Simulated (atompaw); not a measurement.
## u(r) = r·R(r): atom against pseudo-atom (cerium)

Columns: radius, all-electron u(r) and pseudo u(r) of the 4f shell (level -3.83 eV) of cerium in the configuration [Kr] 4d10 4f1 5s2 5p6 5d2 6s1 6p0; PBEsol, scalar-relativistic, PAW (atompaw) scheme, atompaw 4.2.0.5.

| r (bohr) | all-electron | pseudo |
| --- | --- | --- |
| 0.115 | 0.0606 | 0.0024 |
| 0.231 | 0.3093 | 0.0351 |
| 0.346 | 0.5910 | 0.1464 |
| 0.462 | 0.7992 | 0.3544 |
| 0.577 | 0.9110 | 0.6057 |
| 0.692 | 0.9468 | 0.8104 |
| 0.808 | 0.9328 | 0.9024 |
| 0.923 | 0.8903 | 0.8891 |
| 1.038 | 0.8334 | 0.8334 |
| 1.154 | 0.7705 | 0.7705 |
| 1.269 | 0.7076 | 0.7076 |
| 1.385 | 0.6461 | 0.6461 |
| 1.500 | 0.5883 | 0.5883 |
| 1.615 | 0.5345 | 0.5345 |
| 1.731 | 0.4845 | 0.4845 |
| 1.846 | 0.4393 | 0.4393 |
| 1.962 | 0.3978 | 0.3978 |
| 2.077 | 0.3605 | 0.3605 |
| 2.192 | 0.3269 | 0.3269 |
| 2.308 | 0.2964 | 0.2964 |
| 2.423 | 0.2691 | 0.2691 |
| 2.538 | 0.2447 | 0.2447 |
| 2.654 | 0.2225 | 0.2225 |
| 2.769 | 0.2027 | 0.2027 |
| 2.885 | 0.1848 | 0.1848 |
| 3.000 | 0.1688 | 0.1688 |

Task: How many radial nodes do the two functions have?

Result: The all-electron 4f function has n − l − 1 = 0; the pseudo-wave has 0.

Task: At about which radius was the pseudo-wave matched?

Result: 1.00 bohr, where the columns begin to agree (steps of 0.12 bohr).

Task: Where does each function peak?

Result: Outermost all-electron maximum near 0.69 bohr, pseudo maximum near 0.81 bohr (to the table’s step).

Task: Is the pseudo-wave norm-conserving?

Result: No, it belongs to a PAW set: the norm inside the radius is not constrained, and the difference is carried by the augmentation charge.
